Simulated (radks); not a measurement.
Values are calculated unless marked as measured or tabulated.
Isoelectronic series with 55 electrons, all held in the configuration [Xe] 6s1, which need not be the ground one along the series. Level of theory: scalar-relativistic Kohn-Sham, PBE, spin-polarised, spherical densities, finite nucleus; open shells are filled with parallel spins first (spin-orbit coupling, left out, can overturn this in heavy ions); Fermi nuclear charge, rms radius of each element as measured or else 0.836 A^(1/3) + 0.57 fm (a radial shooting solver on a logarithmic mesh with Libxc functionals). Total energies (hartree) and orbital eigenvalues (hartree):

ion    E (hartree)      6s up    5p down
Cs      -7786.6387   -0.08333   -0.49343
La2+    -8492.2459   -0.55076   -1.36056
Pr4+    -9233.2032   -1.20782   -2.47236
Pm6+   -10009.8478   -2.02190   -3.79298
Eu8+   -10822.5870   -2.98103   -5.30886
Tb10+  -11671.9763   -4.07913   -7.01279
Ho12+  -12558.4284   -5.31282   -8.90056
Tm14+  -13482.6236   -6.68027  -10.96955
Lu16+  -14445.0767   -8.18055  -13.21819
Ta18+  -15446.6195   -9.81349  -15.64555
Re20+  -16487.8678  -11.57930  -18.25120
Ir22+  -17569.6109  -13.47866  -21.03509
Au24+  -18692.6985  -15.51254  -23.99740
